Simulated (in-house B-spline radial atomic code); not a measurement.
Checks on a self-consistent run for the promethium ion Pm⁺, 1s1 2s2 2p6 3s2 3p6 3d10 4s2 4p6 4d10 4f5 5s2 5p6 6s2. Level of theory: Dirac-Hartree-Fock, average of configuration, Fermi nucleus of rms radius 4.962 fm; calculated with a radial B-spline atomic code at the basis-set limit.

```csv
orbital,q,ε (Eh),<1/r>,<r²>,small-component weight
1s1/2,1,-1705.49651,67.6588,0.000729025,0.051638
2s1/2,2,-284.26613,16.3085,0.011218,0.011655
2p1/2,2,-271.14701,16.2309,0.00812056,0.011609
2p3/2,4,-249.31400,14.5079,0.00934388,0.010842
3s1/2,2,-64.64737,5.94346,0.0745621,0.0036703
3p1/2,2,-58.41525,5.85297,0.0693148,0.0035984
3p3/2,4,-53.90002,5.42177,0.0762829,0.0033888
3d3/2,4,-42.49327,5.29286,0.0612444,0.0032638
3d5/2,6,-41.50736,5.18228,0.0632258,0.0032003
4s1/2,2,-14.13229,2.45399,0.381249,0.0011285
4p1/2,2,-11.58517,2.35155,0.401215,0.0010569
4p3/2,4,-10.58216,2.21489,0.437656,0.00099117
4d3/2,4,-6.15949,1.99504,0.509178,0.00083238
4d5/2,6,-5.97356,1.9585,0.524514,0.000812
4f5/2,2.1429,-1.01786,1.46703,0.969626,0.00048668
4f7/2,2.8571,-0.99678,1.45335,0.989952,0.00047943
5s1/2,2,-2.42257,0.936436,2.21898,0.00023262
5p1/2,2,-1.60473,0.837336,2.74923,0.00019031
5p3/2,4,-1.45661,0.788914,3.04365,0.00017264
6s1/2,2,-0.41942,0.324807,16.4031,3.1224e-05
```

Electron-electron repulsion V_ee = 3486.4170 hartree.

Question: What total energy follows from the eigenvalues?

Answer: The eigenvalues count the repulsion twice, so E = Σqε - V_ee = -4868.313 - 3486.417 = -8354.730 hartree; the run printed -8354.730.

Question: Does the Dirac virial theorem hold?

Answer: For a point nucleus E = -2c²Σq·w, with w the small-component weight. Here Σq·w = 0.22243 and c = 137.0360, so the ratio E/(-2c²Σq·w) is 1.000074; the finite nucleus accounts for the departure from 1.

Question: What diamagnetic shielding (Lamb formula) and susceptibility (Langevin formula) do the radii give?

Answer: σ = (α²/3)Σq<1/r> = 341.165/(3·137.036²) = 6055.8 ppm, and χ = -0.79199×10⁻⁶·Σq<r²> = -55.14×10⁻⁶ cm³/mol with Σq<r²> = 69.617 bohr². Both are non-relativistic formulas without the paramagnetism of open shells; for so heavy an element the full relativistic shielding is larger by tens of per cent.
